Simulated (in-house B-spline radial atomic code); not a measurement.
# PBE0 excitations of Al II (Al+)

Method: PBE0. Computed with a B-spline radial code for spherical atoms: linear response of the closed shell [Ne] 3s2 with the functional's adiabatic kernel; non-relativistic, point nucleus, no spin-orbit coupling, no double excitations, S, P, D and F terms only.

Command:
```bash
python run_td.py task.json out
```
Settings (radii: box in bohr, nucleus in fm):
```
Z                        13
electrons                12
configuration            [Ne] 3s2
hamiltonian              nr
method                   pbe0
box_radius               41.61
intervals                54
```

Time taken, with all properties: 0.5 s on 1 thread of Arm Neoverse N1, on a shared host.

The lowest states, in the order of their Tamm-Dancoff energies; the method's threshold (minus the highest occupied level) is 15.739 eV. Labels give the largest channel, * marks a mixed state, and oscillator strengths are full-response dipole values. Measured ¹D terms are left out, since they can mix with doubly excited terms. Semilocal kernels can invert the small singlet-triplet splittings of Rydberg terms. Energies in eV:

```csv
state,full response,Tamm-Dancoff,oscillator strength,measured (J-weighted term)
3s → 3p 3P,4.015,4.290,-,4.651
3s → 3p 1P,7.298,7.608,1.76,7.421
3s → 4s 3S,10.847,10.854,-,11.317
3s → 3d 3D,10.912,10.963,-,11.847
3s → 4s 1S,?,?,-,?
3s → 3d 1D,11.631,11.636,-,-
3s → 4p 3P,12.278,12.288,-,13.075
3s → 4p 1P,?,?,?,?
3s → 5s 3S,13.652,13.654,-,14.890
3s → 5s 1S,13.760,13.763,-,15.048
3s → 4d 3D,13.822,13.830,-,15.062
3s → 4d 1D,13.959,13.960,-,-
3s → 5p 3P,14.079,14.081,-,-
```

Task: Where does 3s → 4p 1P lie?

Result: At 12.558 eV in full response, 12.592 eV in Tamm-Dancoff, oscillator strength 0.00332; measured 13.257 eV.

Task: Where does 3s → 4s 1S lie?

Result: At 11.354 eV in full response, 11.367 eV in Tamm-Dancoff; measured 11.822 eV.

Task: How large is the singlet-triplet splitting of 3s → 3p (P terms) in Tamm-Dancoff?

Result: 3.32 eV, from the unrounded values.

Task: What polarisabilities and dispersion coefficient does the method give?

Result: Dipole 24.82 bohr³, quadrupole 128.7 bohr⁵, C6 127.5 hartree·bohr⁶ for two such species.
